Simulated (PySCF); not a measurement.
Species: C9H12Si.
SMILES with atom numbers: `[cH:1]1[cH:2][cH:3][c:4]([CH:5]2[CH2:6][SiH2:7][CH2:8]2)[cH:9][cH:10]1`

NICS is the negative of the GIAO shielding at a point without a nucleus: at the ring centre (0) and 1 Å above and below it (1); zz is the component along the ring normal. Level: GIAO PBE0/pcSseg-1 (PySCF, non-relativistic, gas phase) on the GFN2-xTB geometry, one conformer.

Ring bond lengths (Å), with Mayer bond orders in brackets: C1–C2 1.385 (1.42), C2–C3 1.382 (1.46), C3–C4 1.391 (1.39), C4–C9 1.389 (1.44), C9–C10 1.384 (1.44), C10–C1 1.383 (1.44); C5–C6 1.553 (0.96), C6–Si7 1.909 (0.94), Si7–C8 1.909 (0.94), C8–C5 1.553 (0.96).

Give the NICS values of each ring in ppm.

```csv
ring,type,NICS(0),"NICS(1), two faces","NICS(1)zz, two faces",rms pucker (Å),"centre to ring atoms, mean (Å)"
C1–C2–C3–C4–C9–C10,6-membered carbocycle; formal bonds all aromatic,-8.6,-11.3 / -11.2,-28.1 / -28.0,0.00,1.39
C5–C6–Si7–C8,4-membered ring with Si; formal bonds all single,3.5,0.5 / 1.5,5.5 / 4.3,0.02,1.22
```

What do they say, and how far can they be read as aromaticity?

- C1–C2–C3–C4–C9–C10: mean NICS(1)zz -28.1 ppm, shielded. For a flat ring without four-coordinate atoms the NICS criterion counts such a value as aromatic.
- C5–C6–Si7–C8: mean NICS(1)zz 4.9 ppm, deshielded. C5, C6, Si7, C8 have four or more neighbours, and the NICS criterion for π rings isn't applied.

What does the geometric index give? HOMA = 1 − mean of α(R − Ropt)² over the ring bonds, with Krygowski's 1993 parameters (CC: Ropt 1.388 Å, α 257.7 Å⁻²).

- C1–C2–C3–C4–C9–C10: HOMA 1.00 = 1 − EN − GEO, with mean bond length 1.386 Å, EN = α(Ropt − mean)² = 0.001 and GEO = α × variance = 0.003. The geometric and the magnetic index point the same way.

At the first NICS(1) probe listed for ring C1–C2–C3–C4–C9–C10, 1 Å off the ring, what do the in-plane components average?

The isotropic value is a third of the trace: (3 × -11.3 − (-28.1))/2 = -2.9 ppm.

What are the shieldings of the ring atoms and their hydrogens in the same run (means over atoms taken as equivalent)?

```json
{"atoms": "C1", "environment": "aromatic CH carbon", "σ isotropic (ppm)": "55.8", "principal values of the symmetric part, first atom (ppm)": "-52.8, 41.9, 178.2"}
{"atoms": "C2 (×2)", "environment": "aromatic CH carbon", "σ isotropic (ppm)": "52.8", "principal values of the symmetric part, first atom (ppm)": "-60.4, 38.7, 177.6"}
{"atoms": "C3 (×2)", "environment": "aromatic CH carbon", "σ isotropic (ppm)": "55.3", "principal values of the symmetric part, first atom (ppm)": "-48.6, 38.7, 176.5"}
{"atoms": "C4", "environment": "substituted aromatic carbon", "σ isotropic (ppm)": "26.7", "principal values of the symmetric part, first atom (ppm)": "-60.8, -29.0, 169.8"}
{"atoms": "C5", "environment": "benzylic-type carbon", "σ isotropic (ppm)": "144.1", "principal values of the symmetric part, first atom (ppm)": "138.3, 142.5, 151.7"}
{"atoms": "C6 (×2)", "environment": "sp3 carbon bound to silicon", "σ isotropic (ppm)": "165.8", "principal values of the symmetric part, first atom (ppm)": "138.8, 155.8, 202.6"}
{"atoms": "Si7", "environment": "SiH2 silicon", "σ isotropic (ppm)": "388.0", "principal values of the symmetric part, first atom (ppm)": "345.4, 394.0, 424.6"}
{"atoms": "H on C1", "environment": "aromatic hydrogen", "σ isotropic (ppm)": "24.24", "principal values of the symmetric part, first atom (ppm)": "20.9, 25.2, 26.7"}
{"atoms": "H on C2 (×2)", "environment": "aromatic hydrogen", "σ isotropic (ppm)": "24.08", "principal values of the symmetric part, first atom (ppm)": "20.5, 24.0, 27.3"}
{"atoms": "H on C3 (×2)", "environment": "aromatic hydrogen", "σ isotropic (ppm)": "24.07", "principal values of the symmetric part, first atom (ppm)": "19.7, 21.5, 30.1"}
{"atoms": "H on C5", "environment": "methine hydrogen", "σ isotropic (ppm)": "28.20", "principal values of the symmetric part, first atom (ppm)": "24.1, 27.2, 33.3"}
{"atoms": "H on C6 (×2)", "environment": "methylene hydrogen", "σ isotropic (ppm)": "29.50", "principal values of the symmetric part, first atom (ppm)": "25.8, 27.3, 35.4"}
{"atoms": "H on C6 (×2)", "environment": "methylene hydrogen", "σ isotropic (ppm)": "30.21", "principal values of the symmetric part, first atom (ppm)": "26.7, 29.8, 34.1"}
{"atoms": "H on Si7", "environment": "Si–H hydrogen", "σ isotropic (ppm)": "26.81", "principal values of the symmetric part, first atom (ppm)": "23.6, 24.8, 32.0"}
```

The list is cut; further classes of hydrogen are left out.

Time: 98 s; peak memory 1.2 GiB. Hardware: one thread, Arm Neoverse N1 (aarch64), shared host with 64 logical CPUs at a one-minute load of 56. This is the whole shielding run at PBE0/pcSseg-1, SCF included.

Shape of the structure used: `[cH:1]1[cH:2][cH:3][c:4]([CH:5]2[CH2:6][SiH2:7][CH2:8]2)[cH:9][cH:10]1`: C3–C4–C5–C6 56°.
